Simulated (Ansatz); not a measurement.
CH4FNSSi, SMILES `N[Si@@H]1S[C@@H]1F`, relaxed with RKS PBE-D4/def2-SVP in Ansatz from a rough embedded geometry. The force threshold is 0.03 eV/Å; the program also tests the step.

Charge 0, multiplicity 1.

Start:

```xyz
9

N    -0.737    1.372    0.667
Si   -0.070   -0.173    0.803
S     1.403   -0.012   -0.792
C     0.233   -1.110   -0.745
F    -0.769   -1.134   -1.687
H    -0.068    2.045    0.573
H    -1.271    1.409   -0.243
H     0.781   -0.266    1.971
H     0.498   -2.132   -0.548
```

**Question.** How much energy does the relaxation release, and in how many steps? (An estimate is asked.)

**Answer.** The calculation gave: 40.90 kcal/mol, in 8 steps.

**Question.** Which bonds change most? (Best estimate.)

**Answer.** Computed: S3–C4 from 1.605 to 1.882 Å; N1–H6 from 0.955 to 1.023 Å; Si2–H8 from 1.448 to 1.494 Å; N1–Si2 from 1.688 to 1.725 Å.

**Question.** Give the relaxed structure. (Estimate.)

**Answer.** Ansatz gave: 
```xyz
9

N    -0.791    1.339    0.558
Si    0.371    0.065    0.609
S     1.795   -0.347   -0.939
C     0.160   -1.248   -0.697
F    -0.780   -1.012   -1.680
H    -0.593    2.226    1.028
H    -1.261    1.497   -0.338
H     0.802   -0.183    2.017
H     0.296   -2.337   -0.557
```
